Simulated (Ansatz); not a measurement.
Start from `C[SiH2][SiH2]F` and change one atom or group to get `C=C[SiH2][SiH2]C`.

Ansatz, PBE0-D4/def2-TZVP geometries, multiplicity 1. Each molecule was computed in one conformer, which needn't be the lowest.

```csv
property,`C[SiH2][SiH2]F`
LUMO energy (PBE/def2-TZVPP) / eV,-1.37
HOMO energy (PBE/def2-TZVPP) / eV,-6.86
HOMO–LUMO gap (PBE0/def2-TZVPP) / eV,7.54
HOMO–LUMO gap (B3LYP/def2-TZVPP) / eV,7.16
HOMO energy (B3LYP/def2-TZVPP) / eV,-7.87
size of the dipole moment (B3LYP/def2-TZVPP) / D,1.49
```

Q: Give the same properties after the change, and the shifts. (Estimate.)

A: Ansatz gave: 
| property | `C=C[SiH2][SiH2]C` | shift |
| --- | --- | --- |
| LUMO energy (PBE/def2-TZVPP) / eV | -1.53 | -0.16 |
| HOMO energy (PBE/def2-TZVPP) / eV | -6.35 | 0.51 |
| HOMO–LUMO gap (PBE0/def2-TZVPP) / eV | 6.83 | -0.71 |
| HOMO–LUMO gap (B3LYP/def2-TZVPP) / eV | 6.44 | -0.72 |
| HOMO energy (B3LYP/def2-TZVPP) / eV | -7.21 | 0.66 |
| size of the dipole moment (B3LYP/def2-TZVPP) / D | 1.08 | -0.41 |

With PBE0 the HOMO rises by 0.65 eV and the LUMO falls by 0.06 eV, so the gap narrows by about 0.71 eV. PBE moves the HOMO by 0.51 eV and ωB97M-V by 0.65 eV. Dipoles are sizes alone; their direction can turn.

Positive LUMOs are unbound, so they and the gaps depend on the basis.

B3LYP here is the variant with VWN-RPA as its local correlation; programs differ in this.
